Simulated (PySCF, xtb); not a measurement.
CH6SSi. Atoms are numbered in the order given.

```xyz
9

Si    -0.2262     1.3601     0.0000
S      0.7458    -0.5572     0.0000
C     -0.7334    -1.6500     0.0000
H      0.8629     2.3740     0.0000
H     -1.0878     1.5350     1.2072
H     -1.0878     1.5350    -1.2072
H     -1.3459    -1.4932    -0.8998
H     -0.3610    -2.6833     0.0000
H     -1.3459    -1.4932     0.8998
```
Charge 0, spin multiplicity 1.

Geometry: B3LYP-D3(BJ)/def2-SVP.

Method: IEF-PCM-B3LYP/def2-SVP (PySCF).

The values are the electrostatic part of the solvation free energy, E(continuum) − E(gas) at the gas-phase geometry, in a cavity of scaled van der Waals radii (PySCF's table); cavitation and dispersion terms are not included. In vacuum the orbital gap is 6.90 eV. The dipole moment in vacuum is 1.38 D.

Computed values in water (ε = 78.36), 2-propanol (ε = 19.26), diethylether (ε = 4.24):
```csv
solvent,ε,ΔG(elec) (kcal/mol),dipole (D),gap (eV)
water,78.36,-2.0,1.84,7.07
2-propanol,19.26,-1.8,1.81,7.06
diethylether,4.24,-1.3,1.68,7.01
```

For comparison, GFN2-xTB/ALPB(water) (xtb, at the GFN2-xTB geometry, all terms of that model) gives 0.4 kcal/mol.
